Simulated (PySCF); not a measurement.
B(OH)(SeH)2 (BH3OSe2), SMILES OB([SeH])[SeH].

Coordinates come from a B3LYP-D3(BJ)/def2-SVP optimisation. One conformer was computed; it need not be the lowest.

The numbers are results of B3LYP-D3(BJ)/def2-SVP (PySCF), not measurements.

Frequencies are harmonic and unscaled.

```csv
mode,ν (cm⁻¹),IR (km/mol),Raman (Å⁴/amu),depolarisation,moving atoms (share of kinetic energy)
1,146,0.8,0.8,0.33,"Se 81 %, O 9 %"
2,166,1.4,4.2,0.75,H 96 %
3,278,4.1,1.0,0.65,"O 66 %, Se 23 %, H 11 %"
4,297,0.9,10.7,0.75,H 91 %
5,389,6.1,9.5,0.12,"O 39 %, Se 31 %, B 21 %, H 9 %"
6,442,29.6,0.8,0.75,"B 53 %, H 45 %"
7,482,90.9,3.4,0.75,"H 54 %, B 28 %, O 17 %"
8,675,56.7,11.9,0.42,"H 69 %, B 25 %"
9,759,17.1,19.6,0.72,H 88 %
10,814,125.9,0.7,0.73,"H 57 %, B 37 %"
11,1077,276.4,1.3,0.71,"H 59 %, B 28 %, O 12 %"
12,1349,223.8,2.1,0.30,"B 67 %, O 30 %"
13,2382,36.7,215.6,0.27,H 99 %
14,2416,16.3,89.9,0.32,H 99 %
15,3859,87.2,94.1,0.32,H 94 %
```
